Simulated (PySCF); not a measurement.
C₈H₆O (charge -1 and doublet state).
Geometry (GFN2-xTB, Å), atoms numbered from 1 in this order:
```xyz
15
C8H6O angstrom
C      3.9068    1.0312    0.1497
C      2.8105    0.5425    0.0345
C      1.5164    0.0043   -0.0846
C      1.3515   -1.2927   -0.6158
O      2.2322   -2.0796   -1.0191
C      0.4277    0.8008    0.3400
C     -0.8971    0.4257    0.2931
C     -2.0805    0.1460    0.2749
C     -3.4860   -0.2181    0.2403
H      4.8762    1.4264    0.2352
H      0.2832   -1.6128   -0.6626
H      0.6443    1.7887    0.7360
H     -4.0607    0.4775   -0.3837
H     -3.6055   -1.2235   -0.1729
H     -3.9232   -0.2085    1.2464
```

The hyperfine couplings belong to this conformer and change with its torsions.

Identity: `C#C/C([CH][O-])=C/C#CC` [radical] (charge -1).

Method used: UKS B3LYP, pcH-1 on C H O, non-relativistic, mean-field spin-orbit, GIAO in PySCF 2.14.0. Whether the extra electron is bound in the gas phase wasn't checked; a finite basis holds it in any case. The geometry wasn't refined by DFT: couplings that depend on bond lengths, twists or pyramidal angles can differ widely from those at the functional's own minimum, by a factor of two or more for some ions and for spin on atoms past the first row. No stability test was run, so a lower SCF solution isn't excluded.

(1) Match the computed a_iso(13C) values -38.7, +33.6, +26.0, -13.5, -10.4, -7.1, +5.6, -4.5 MHz with the sites C1; C2; C3; C4; C6; C7; C8; C9.

(2) The isotropic 1H couplings, averaged over equivalent nuclei, are -32.5, +26.0, -8.2, -5.9 MHz. Assign them to H10; H11; H12; H13/H14/H15.

Answers

(1) 
```csv
site,a_iso (MHz),ρ(0) (bohr⁻³),position,distance from C6 (Å),spin population,largest |T| (MHz)
C1,+5.6,+0.0050,3 bonds from C6,3.49,+0.08,10.7
C2,-10.4,-0.0092,2 bonds from C6,2.42,-0.03,2.8
C3,-7.1,-0.0063,1 bond from C6,1.41,+0.10,23.1
C4,-4.5,-0.0040,2 bonds from C6,2.48,+0.07,13.7
C6,+33.6,+0.0299,largest spin population,0.00,+0.46,75.5
C7,-38.7,-0.0344,1 bond from C8,1.38,-0.12,11.2
C8,+26.0,+0.0231,a main spin site,2.59,+0.30,45.4
C9,-13.5,-0.0120,1 bond from C8,4.05,-0.03,0.9
```

(2) 
```
       site  a_iso (MHz)  ρ(0) (bohr⁻³)         position  distance from C6 (Å)  bound to  spin population there  largest |T| (MHz)
        H10         -5.9        -0.0013  4 bonds from C6                  4.49        C1                  +0.08                3.7
        H11         -8.2        -0.0018  3 bonds from C6                  2.62        C4                  +0.07                5.3
        H12        -32.5        -0.0073   1 bond from C6                  1.09        C6                  +0.46               18.4
H13/H14/H15        +26.0        +0.0058  2 bonds from C8                  4.55        C9                  -0.03                3.3
```

ρ(0) is the spin density at the nucleus and T the dipolar tensor; entries for several nuclei are means. Largest spin populations (Mulliken): C6 (+0.46), C8 (+0.30), O5 (+0.17) and C7 (-0.12). Three atoms exceed +0.15. Main spin sites, with 60 % or more of the largest population: C6, C8; positions count bonds from the nearest.

Means are taken over nuclei equivalent by connectivity, which assumes that they swap fast. The three 1H nuclei of mean +26.0 MHz run from 3.5 to 37.3 MHz in the frozen geometry.

C4, the radical centre as drawn in `C#C/C([CH][O-])=C/C#CC`, holds a spin population of +0.07 out of 1.
